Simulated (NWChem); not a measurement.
System: CH₄Te; SMILES C[TeH]

Parts of the log:

```
             Northwest Computational Chemistry Package (NWChem) 7.3.0
             --------------------------------------------------------

                             Geometry "geometry" -> ""
                             -------------------------

 Output coordinates in angstroms (scale by  1.889725989 to convert to a.u.)

  No.       Tag          Charge          X              Y              Z
 ---- ---------------- ---------- -------------- -------------- --------------
    1 Te                  52.0000    -0.02846200     0.31831900     0.00108800
    2 H                    1.0000     1.63272000     0.42949400    -0.00178200
    3 C                    6.0000    -0.01027200    -1.83897100     0.00028800
    4 H                    1.0000     0.49123700    -2.21266800     0.90062600
    5 H                    1.0000     0.47970800    -2.21246100    -0.90646100
    6 H                    1.0000    -1.06099500    -2.15735700     0.00709600

 Effective nuclear repulsion energy (a.u.)     134.6247247371

                                 NWChem DFT Module
                                 -----------------

 Summary of "ao basis" -> "ao basis" (spherical)
 ------------------------------------------------------------------------------
       Tag                 Description            Shells   Functions and Types
 ---------------- ------------------------------  ------  ---------------------
 Te                        def2-svpd                13       35   5s5p3d
 H                         def2-svpd                 4        8   2s2p
 C                         def2-svpd                 8       20   4s2p2d

            General Information
            -------------------
          SCF calculation type: DFT
          Wavefunction type:  closed shell.
          No. of atoms     :     6
          No. of electrons :    34
           Alpha electrons :    17
            Beta electrons :    17
          Charge           :     0
          Spin multiplicity:     1
          Use of symmetry is: off; symmetry adaption is: off
          Maximum number of iterations: 150
          AO basis - number of functions:    87
                     number of shells:    37
          Convergence on energy requested:  1.00D-06
          Convergence on density requested:  1.00D-05
          Convergence on gradient requested:  5.00D-04

              XC Information
              --------------
                     Hartree-Fock (Exact) Exchange  1.000
                   CAM-Becke88 Exchange Functional  1.000
                      VWN V Correlation Functional  0.190 local
              Lee-Yang-Parr Correlation Functional  0.810

           Range-Separation Parameters
           ---------------------------
           Alpha           :  0.19
           Beta            :  0.46
           Gamma           :  0.33
           Short-Range HF  :     F

             Grid Information
             ----------------
          Grid used for XC integration:  medium
          Radial quadrature: Mura-Knowles
          Angular quadrature: Lebedev.
          Tag              B.-S. Rad. Rad. Pts. Rad. Cut. Ang. Pts.
          ---              ---------- --------- --------- ---------
          Te                  1.40      123          11.0       590
          H                   0.35       45          11.0       434
          C                   0.70       49          11.0       434
          Grid pruning is: on
          Number of quadrature shells:   352
          Spatial weights used:  Erf1

      Superposition of Atomic Density Guess
      -------------------------------------

 Sum of atomic energies:        -350.84380128

      Non-variational initial energy
      ------------------------------

 Total energy =    -307.281859
 1-e energy   =    -654.250970
 2-e energy   =     278.807221
 HOMO         =      -0.240827
 LUMO         =      -0.008773

   convergence    iter        energy       DeltaE   RMS-Dens  Diis-err
 ---------------- ----- ----------------- --------- --------- ---------
 d= 0,ls=0.0,diis     1   -308.4334328700 -3.77D+02  8.05D-03  1.37D-01
 d= 0,ls=0.0,diis     2   -308.4501693469 -1.67D-02  1.95D-03  1.73D-02
 d= 0,ls=0.0,diis     3   -308.4518031350 -1.63D-03  8.04D-04  7.25D-03
 d= 0,ls=0.0,diis     4   -308.4528350636 -1.03D-03  1.67D-04  1.89D-04
 d= 0,ls=0.0,diis     5   -308.4528654003 -3.03D-05  4.84D-05  8.11D-06
  Resetting Diis
 d= 0,ls=0.0,diis     6   -308.4528673571 -1.96D-06  1.17D-05  4.25D-07
 d= 0,ls=0.0,diis     7   -308.4528674535 -9.64D-08  4.92D-06  4.36D-08

         Total DFT energy =     -308.452867453481
      One electron energy =     -656.228778755956
           Coulomb energy =      307.211857436859
    Exchange-Corr. energy =      -27.597835890313
 Nuclear repulsion energy =       68.161889755929

 Numeric. integr. density =       34.000007136877

                       DFT Final Molecular Orbital Analysis
                       ------------------------------------

[...]

 DFT Linear Response polarizability / au
 Frequency  =       0.0000000 / au
              X              Y              Z
 -----------------------------------------------
 X      52.0422731      1.2579161      0.0007636
 Y       1.2579108     65.0283404      0.0007552
 Z       0.0007643      0.0007567     52.4962199
 -----------------------------------------------
 Eigenvalues =      51.9215446     65.1490681     52.4962206
 Isotropic   =      56.5222778
 Anisotropic =      12.9497526
 -----------------------------------------------

 Magnetic Dipole Response Matrix (nonzero elements):

 Exiting AOResponse driver routine
```

Level: CAM-B3LYP/def2-SVPD with def2 effective core potentials on Te. All runs use the structure optimised with PBE0/def2-SVP. Not confirmed as a minimum by frequencies. def2 effective core potentials on Te; no spin-orbit coupling.

Q: Reconstruct the input file.

A: Several could match; the one computed here: the input that was run:
```
start job
memory heap 200 mb stack 900 mb global 1100 mb
geometry units angstroms noautosym nocenter noautoz
  Te    -0.028462     0.318319     0.001088
  H      1.632720     0.429494    -0.001782
  C     -0.010272    -1.838971     0.000288
  H      0.491237    -2.212668     0.900626
  H      0.479708    -2.212461    -0.906461
  H     -1.060995    -2.157357     0.007096
end
basis spherical
  * library def2-svpd
end
ecp
  Te library def2-ecp
end
dft
  xc xcamb88 1.00 lyp 0.81 vwn_5 0.19 hfexch 1.00
  cam 0.33 cam_alpha 0.19 cam_beta 0.46
  iterations 150
end
property
  response 1 0.0
end
task dft property
```
